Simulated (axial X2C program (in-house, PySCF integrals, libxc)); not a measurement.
SnBr⁺: properties at the nuclei

Calculated with an in-house all-electron X2C program for linear molecules (integrals from PySCF): two-component X2C with atomic mean-field Coulomb and Gaunt terms, Gaussian nuclei, basis Sn dyall-cv3z, Br dyall-cv3z with contracted cores.

R = 2.405 Å (near the PBE0 minimum at charge 1 of the determinant lowest at the starting distance; the state shown can have its own minimum elsewhere).

Input and command:
```json
{"zs": [50, 35], "q": 1, "bas": ["dyall-cv3z", "dyall-cv3z"], "r0": 2.54, "levels": ["PBE0", "HF", "r2SCAN", "PBE", "PBE50"], "nst": 3}
```
```bash
python soeom.py task.json out
```

Keys: zs atomic numbers; q charge; bas basis sets; r0 starting distance in Å; levels methods; nst determinants followed.

Determinant lowest in the PBE0 search, Ω = 0 (closed shell), highest spinor 85% Br p, 10% Sn p, 4% Sn d:

```json
{"level": "PBE0", "qzz Sn (a.u.)": "-6.15", "qzz Br (a.u.)": "2.42"}
{"level": "HF", "qzz Sn (a.u.)": "-6.99", "qzz Br (a.u.)": "2.89"}
{"level": "r2SCAN", "qzz Sn (a.u.)": "-5.95", "qzz Br (a.u.)": "2.19"}
{"level": "PBE", "qzz Sn (a.u.)": "-5.70", "qzz Br (a.u.)": "2.09"}
{"level": "PBE50", "qzz Sn (a.u.)": "-6.55", "qzz Br (a.u.)": "2.72"}
```

qzz is the electric field gradient, eQq0 = 234.96 MHz × Q/barn × qzz. The operators were transformed with the bare-nucleus X2C matrices; with these basis sets, hyperfine constants and field gradients can be off by tens of per cent, and where levels differ in sign neither size nor sign is settled.

**Question.** With Q(79Br) = 0.3087 barn (Q from Pyykkö, Mol. Phys. 2018), turn the PBE0 values of the first state into constants in MHz.

**Answer.** eQq0(79Br) = 234.96 × (0.3087) × (2.42) = 176 MHz.

Each state is one determinant with collinear spin. The search compared states at one distance, so a state with another bond length can lie lower.
